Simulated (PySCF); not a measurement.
**Multinuclear NMR of C$_{7}$H$_{5}$FO$_{2}$**

Bonds (- single, = double, # triple, : aromatic): O1=C2 1.205 Å, C2-O3 1.342 Å, C2-C4 1.480 Å, C4:C5 1.394 Å, C5:C6 1.380 Å, C6:C7 1.385 Å, C7-F8 1.345 Å, C7:C9 1.385 Å, C9:C10 1.381 Å, C10:C4 1.393 Å. O3 carries H11; C5 carries H12; C6 carries H13; C9 carries H14; C10 carries H15.

Computed data (PySCF): structure optimised with GFN2-xTB, σ from GIAO-PBE0/pcSseg-1. No solvent, single conformer, fast rotation and ring inversion assumed for equivalent nuclei, no relativistic terms.

Q: What are the 19F shifts?

A: 
| atoms | environment | σ (ppm) | δ (ppm) |
| --- | --- | --- | --- |
| F8 | aryl fluorine | 275.7 | -102.8 |

Shieldings were converted by a linear fit to measured shifts: 19F: δ = 146.13 − 0.903σ +14.6 on sp3 carbon (rms 6.0 ppm, 223 shifts, 7.0 ppm with the 5 outliers that the fit left out vs CFCl3, solution or neat liquid). Occasional misses reach two or three times the rms, and more in compound classes unlike the fitted ones.

On a 300 MHz spectrometer 19F resonates near 282.3 MHz, so 1 ppm is 282.3 Hz.

Q: Predict the 17O NMR data.

A: 
```json
{"atoms": "O1", "environment": "carbonyl oxygen", "σ (ppm)": "-76.3", "δ (ppm)": "336.2"}
{"atoms": "O3", "environment": "acid hydroxyl oxygen", "σ (ppm)": "137.7", "δ (ppm)": "141.2"}
```

Shieldings were converted by a linear fit to measured shifts: 17O: δ = 266.70 − 0.911σ (rms 10.7 ppm, 155 shifts, 12.2 ppm with the 3 outliers that the fit left out vs liquid water, solution or neat liquid). A few per cent of atoms miss by over 2 rms, more outside the fitted compound classes.

On a 400 MHz spectrometer 17O resonates near 54.2 MHz, so 1 ppm is 54.2 Hz.

In solution the two oxygens of a carboxylic acid exchange roles by proton transfer and give one 17O line. Hydrogen bonding in solution shields acid and N–H amide carbonyl oxygens by tens of ppm.
